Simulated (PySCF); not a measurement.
These are PBE0-D4/def2-TZVP // PBE0-D4/def2-SVP in PySCF 2.14.0 values and carry that method's errors. All species are isolated molecules in the gas phase. One relaxed conformer stands for a flexible species; it need not be the lowest. Delta-SCF ions had no search for a lower state. 

Reference species (SMILES): `C[CH2][Sn]([CH2]C)([CH2]C)[CH2]C` (neutral, multiplicity 1).

The vertical ionisation energy (Delta-SCF) comes out as 8.57 eV. The HOMO is -6.99 eV and the HOMO–LUMO gap is 7.57 eV.

Changed species: `[F][Sn]([F])([F])[F]` (0 of 4 F replaced by C2H5; the reference has 4 of 4 F replaced by C2H5).

Q: What does the change do to the vertical ionisation energy (Delta-SCF), HOMO and HOMO–LUMO gap?

A: the vertical ionisation energy (Delta-SCF) goes up by 6.18 eV, to 14.75 eV; the HOMO drops by 5.40 eV, to -12.39 eV; the HOMO–LUMO gap increases by 0.88 eV, to 8.45 eV.
